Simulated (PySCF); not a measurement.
Cartesian coordinates (Å):
```xyz
11

N     -0.6138    -1.4111    -0.6181
Si    -0.1295    -0.0242     0.2524
N     -0.4685     1.5732    -0.2469
N      1.5655    -0.1196     0.3428
Br    -1.3147    -0.2032     2.1739
H     -0.2170    -1.6178    -1.5212
H     -1.5324    -1.8047    -0.5017
H     -0.0506     1.9511    -1.0827
H     -1.3475     2.0102    -0.0256
H      2.0131    -1.0060     0.5122
H      2.0955     0.6520     0.7149
```
Charge 0, multiplicity 1.

Question: Give the dipole moment, LUMO, S1 oscillator strength, total energy and HOMO–LUMO gap at the level M06-2X/def2-TZVP // B3LYP-D3(BJ)/def2-TZVP (PySCF).

Answer: 
| Property | Value |
|---|---|
| dipole moment | 2.80 D |
| LUMO | 1.25 eV |
| S1 oscillator strength | 0.019 |
| total energy | -3031.7157 Ha |
| HOMO–LUMO gap | 9.89 eV |
